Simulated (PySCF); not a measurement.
Identify the unknown among the candidates.

All candidates are C5H15NSSi2.

- 1H NMR: chemical shifts (computed TMS as zero) by class: 6.02 (1 H), 3.34 (3 H), 3.25 (1 H), 2.64 (1 H), 2.55 (1 H), 1.96 (3 H), 1.73 (1 H), 1.73 (1 H), 1.72 (1 H), 1.67 (1 H), 0.39 (1 H) ppm [GIAO PBE0/pcSseg-1]
- NMR, other nuclei: isotropic shieldings of nuclei other than C and H, by class: 211 (1 N), 361 (1 Si), 476 (1 Si), 713 (1 S) ppm [GIAO PBE0/pcSseg-1]
- Dipole: 1.13 D [PBE0/pcSseg-1]
- Rotational structure: rotational constants A, B, C: 1.624, 0.491, 0.414 GHz [GFN2-xTB]
- 13C NMR: chemical shifts (computed TMS as zero) by class: 50.3 (1 C), 37.1 (1 C), 36.0 (1 C), 13.0 (1 C), 11.5 (1 C) ppm [GIAO PBE0/pcSseg-1]

The electronic properties come from PySCF, for the isolated species, density fitting. Levels stand in brackets. One conformer (not necessarily the lowest) at the GFN2-xTB geometry, without solvent, vibrations or thermal averaging. GFN2-xTB frequencies show an imaginary mode (24i cm⁻¹), so this geometry is no minimum at that level. NMR classes are plain means over equivalent atoms (diastereotopic ones count apart unless rotation or inversion swaps them), as if these changed places fast.

Question: Which candidate is it?
A. `CS[Si@@H]([SiH3])NC1CCC1`
B. `CC[Si@H]1S[SiH2]CCN1C`
C. `CC[Si@@H]1CCN[Si@@H]1SC`
D. `N[SiH2][SiH2]SC1CCCC1`
E. `C=CN([SiH2]S[SiH3])C(C)C`

Answer: A. It is `CS[Si@@H]([SiH3])NC1CCC1`. Numbering: `[CH3:1][S:2][Si@@H:3]([SiH3:4])[NH:5][CH:6]1[CH2:7][CH2:8][CH2:9]1`. Its formula, C5H15NSSi2, gives 1 degree of unsaturation: 1 ring and 0 π bonds in the structure found. 5 carbons fall into 5 classes; from least to most shielded: ring sp3 carbon bound to nitrogen [C6] (50.3 ppm), four-membered-ring carbon [C9] (37.1 ppm), four-membered-ring carbon [C7] (36.0 ppm), four-membered-ring carbon [C8] (13.0 ppm), S-methyl carbon [C1] (11.5 ppm). Hydrogen classes from least to most shielded: 1 H on an SiH silicon, Si3 (6.02 ppm), 3 H on an SiH3 silicon, Si4 (3.34 ppm), 1 H on an sp3 carbon bound to nitrogen, C6 (3.25 ppm), 1 H on a four-membered-ring carbon, C7 (2.64 ppm), 1 H on a four-membered-ring carbon, C9 (2.55 ppm), 3 H on an S-methyl carbon, C1 (1.96 ppm), 1 H on a four-membered-ring carbon, C7 (1.73 ppm), 1 H on a four-membered-ring carbon, C9 (1.73 ppm), 1 H on a four-membered-ring carbon, C8 (1.72 ppm), 1 H on a four-membered-ring carbon, C8 (1.67 ppm), 1 H on a silicon-bound nitrogen, N5 (0.39 ppm). The other shieldings belong to: 211 ppm, silicon-bound nitrogen [N5]; 361 ppm, SiH silicon [Si3]; 476 ppm, SiH3 silicon [Si4]; 713 ppm, sulfur bonded to C and Si [S2]. The optimised geometry has point group C1 and is an asymmetric top.

The others, at the same levels:
- `C=CN([SiH2]S[SiH3])C(C)C` fails: it has 4 carbon classes against 5; its computed 13C shifts are 143.2 (1 C), 87.6 (1 C), 49.7 (1 C), 24.6 (2 C) ppm, 1H shifts are 6.55 (1 H), 5.47 (2 H), 4.65 (3 H), 4.22 (1 H), 3.95 (1 H), 3.87 (1 H), 1.17 (6 H) ppm and smallest rotational constant is 0.447 GHz (against 0.414 GHz).
- `CC[Si@H]1S[SiH2]CCN1C` fails: its computed 13C shifts are 52.3 (1 C), 36.2 (1 C), 11.9 (1 C), 9.3 (1 C), 7.4 (1 C) ppm, 1H shifts are 5.42 (1 H), 5.19 (1 H), 4.91 (1 H), 3.47 (1 H), 3.11 (1 H), 2.63 (3 H), 1.30 (1 H), 1.14 (1 H), 1.12 (3 H), 0.83 (1 H), 0.09 (1 H) ppm and rotational constant A is 1.496 GHz (against 1.624 GHz).
- `CC[Si@@H]1CCN[Si@@H]1SC` fails: its computed 13C shifts are 44.9 (1 C), 16.2 (1 C), 13.7 (1 C), 11.5 (1 C), 7.4 (1 C) ppm, 1H shifts are 5.52 (1 H), 4.04 (1 H), 3.50 (1 H), 2.96 (1 H), 1.89 (3 H), 1.22 (1 H), 1.18 (1 H), 1.15 (3 H), 1.05 (1 H), 0.94 (1 H), 0.94 (1 H) ppm and rotational constant A is 1.052 GHz (against 1.624 GHz).
- `N[SiH2][SiH2]SC1CCCC1` fails: it has 3 carbon classes against 5; its computed 13C shifts are 45.6 (1 C), 38.9 (2 C), 31.9 (2 C) ppm, 1H shifts are 5.08 (2 H), 4.65 (2 H), 3.14 (1 H), 2.18 (2 H), 1.72 (2 H), 1.68 (2 H), 1.57 (2 H), -0.22 (2 H) ppm and rotational constant A is 2.196 GHz (against 1.624 GHz).

Each candidate is one conformer, not necessarily the lowest. Dipoles, sizes and rotational constants follow the conformer. The torsions of the flexible species, by atom-mapped SMILES:
- `[CH3:1][S:2][Si@@H:3]([SiH3:4])[NH:5][CH:6]1[CH2:7][CH2:8][CH2:9]1`: C1–S2–Si3–Si4 56°, S2–Si3–N5–C6 177°, Si3–N5–C6–C7 162°
- `[CH2:1]=[CH:2][N:3]([SiH2:4][S:5][SiH3:6])[CH:7]([CH3:8])[CH3:9]`: C1–C2–N3–Si4 0°, C2–N3–Si4–S5 -179°, N3–Si4–S5–Si6 178°, C2–N3–C7–C8 60°

The conformers of `CC[Si@H]1S[SiH2]CCN1C`, `CC[Si@@H]1CCN[Si@@H]1SC` and `N[SiH2][SiH2]SC1CCCC1` aren't listed.
